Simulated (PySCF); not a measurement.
## `C#C[C@](C)(N[SiH3])C(=C)C`: 4 charge schemes on one density

Species: C7H13NSi.
Geometry (GFN2-xTB, Å), atoms numbered from 1 in this order:
```xyz
22
C7H13NSi angstrom
C     -1.7728   -1.9849   -1.3484
C     -1.0582   -1.3325   -0.6433
C     -0.3143   -0.4829    0.2863
C     -0.1656   -1.2589    1.6072
N     -1.0637    0.7452    0.5370
Si    -1.2325    2.0113   -0.6188
C      1.0503   -0.1094   -0.2672
C      1.4288   -0.4326   -1.4929
C      1.9325    0.6624    0.6655
H     -2.3624   -2.5716   -1.9889
H      0.4916   -2.1140    1.4662
H      0.2425   -0.6110    2.3781
H     -1.1392   -1.6215    1.9338
H     -1.8741    0.5497    1.1078
H      0.0894    2.5961   -0.8436
H     -2.1314    2.9468    0.0575
H     -1.7940    1.6093   -1.9148
H      0.7968   -0.9935   -2.1592
H      2.3968   -0.1499   -1.8723
H      2.7157    1.1732    0.1112
H      2.4056   -0.0084    1.3827
H      1.3478    1.3966    1.2147
```

Density: PBE0/pcSseg-1 (PySCF); schemes: Mulliken, IAO, Hirshfeld and ESP-fitted. One conformer (not necessarily the lowest) at the GFN2-xTB geometry, without solvent, vibrations or thermal averaging.

Task: Do the Mulliken, IAO, Hirshfeld and ESP-fitted schemes agree on where the charge is highest?

Result: All schemes agree: Mulliken Si6 (+0.629); IAO Si6 (+0.739); Hirshfeld Si6 (+0.331); ESP-fitted Si6 (+0.482).

Task: For which atoms does the sign change between the 4 schemes (beyond +0.03 e in one, beyond −0.03 e in another)?

Result: C2, C3 and C7.

Task: Which atoms carry the lowest charge in the Mulliken, IAO, Hirshfeld and ESP-fitted schemes?

Result: All schemes agree: Mulliken N5 (-0.583); IAO N5 (-0.668); Hirshfeld N5 (-0.230); ESP-fitted N5 (-0.733).

Task: Give the atomic charges in each scheme.

Result: In e:

```
atom                      environment  Mulliken     IAO  Hirshfeld  ESP-fitted
  C1           terminal alkyne carbon    -0.412  -0.255     -0.113      -0.400
  C2                    alkyne carbon    +0.435  -0.042     -0.032      -0.038
  C3     sp3 carbon bound to nitrogen    -0.297  +0.127     +0.076      +0.324
  C4                    methyl carbon    -0.135  -0.411     -0.116      -0.649
  N5           silicon-bound nitrogen    -0.583  -0.668     -0.230      -0.733
 Si6                     SiH3 silicon    +0.629  +0.739     +0.331      +0.482
  C7  fully substituted alkene carbon    -0.381  +0.018     +0.016      +0.292
  C8             terminal =CH2 carbon    -0.015  -0.327     -0.105      -0.561
  C9                   allylic carbon    -0.132  -0.426     -0.119      -0.552
 H10                  alkyne hydrogen    +0.039  +0.200     +0.090      +0.289
 H11                  methyl hydrogen    +0.122  +0.152     +0.045      +0.189
 H12                  methyl hydrogen    +0.122  +0.147     +0.043      +0.189
 H13                  methyl hydrogen    +0.121  +0.146     +0.043      +0.194
 H14                     N–H hydrogen    +0.195  +0.256     +0.113      +0.384
 H15                    Si–H hydrogen    -0.099  -0.136     -0.082      -0.092
 H16                    Si–H hydrogen    -0.118  -0.129     -0.082      -0.107
 H17                    Si–H hydrogen    -0.104  -0.150     -0.090      -0.103
 H18                 vinylic hydrogen    +0.126  +0.158     +0.036      +0.200
 H19                 vinylic hydrogen    +0.099  +0.147     +0.046      +0.207
 H20                  methyl hydrogen    +0.121  +0.150     +0.047      +0.164
 H21                  methyl hydrogen    +0.133  +0.149     +0.045      +0.159
 H22                  methyl hydrogen    +0.136  +0.154     +0.039      +0.163
```

Mean size of the charges over all atoms: ESP-fitted 0.294 e, IAO 0.231 e, Mulliken 0.207 e, Hirshfeld 0.088 e. Each set sums to the total charge, 0, to within 0.001 e. The Hirshfeld scheme weights the molecular density at each point by an atom's share of the summed free-atom densities.

Task: Sum the charges by element, for elements with more than one atom.

Result: 
```json
{"element": "C", "atoms": "7", "Mulliken": "-0.938", "IAO": "-1.316", "Hirshfeld": "-0.394", "ESP-fitted": "-1.584"}
{"element": "H", "atoms": "13", "Mulliken": "+0.892", "IAO": "+1.245", "Hirshfeld": "+0.293", "ESP-fitted": "+1.836"}
```

Task: How closely do the schemes follow one another over all atoms?

Result: Correlation coefficient and root-mean-square difference: IAO with Hirshfeld 0.98, 0.184 e; IAO with ESP-fitted 0.93, 0.130 e; Hirshfeld with ESP-fitted 0.88, 0.257 e; Mulliken with IAO 0.74, 0.204 e; Mulliken with Hirshfeld 0.72, 0.201 e; Mulliken with ESP-fitted 0.55, 0.300 e.

Task: How many electrons does the IAO scheme count on C3?

Result: Z − q = 6 − (+0.127) = 5.873.
